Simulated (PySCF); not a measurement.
WO₃ + H₂O → W(OH)₂ + O₂

Level: PBE0 in the def2-TZVP basis family, computed in PySCF with density fitting; scalar-relativistic core potentials for atoms from Rb on, none lighter, no spin–orbit coupling; open shells unrestricted.

```
species                                state and structure      E (Eh)  ZPE (kJ/mol)  H(298 K) − H(0) (kJ/mol)  S° (J/(mol K))
    WO₃  singlet, C3v, W–O 1.716 Å (×3); O–W–O 107.5° (×3)  -292.69172          23.8                      13.3           289.5
    H₂O       singlet, C2v, O–H 0.960 Å (×2); H–O–H 105.1°   -76.37736          56.5                       9.9           188.7
 W(OH)₂   triplet, D∞h, O–H 0.953 Å (×2), W–O 1.822 Å (×2)  -218.64109          69.3                      16.0           300.2
     O₂                          triplet, D∞h, O–O 1.193 Å  -150.23561          10.3                       8.7           204.9
```

Q: What is the electronic reaction energy?

A: At PBE0/def2-TZVP, ΔE = 505.1 kJ/mol from the differences of the total energies times 2625.5, uphill. 

Q: Add zero-point, thermal and entropy terms for 298.15 K and 1 bar.

A: ΔZPE = -0.7 and Δ[H(298) − H(0)] = 1.5 kJ/mol give ΔH° = 505.9 kJ/mol. ΔS° = 26.9 J/(mol K), so ΔG° = 505.9 − 298.15 × (0.0269) = 498 kJ/mol.

Spin–orbit coupling can matter for WO₃, W(OH)₂ and is left out. Open d or f shells are single determinants, so the state found may not be the ground state. The structures come from searches over a few start shapes, so lower isomers are not excluded.
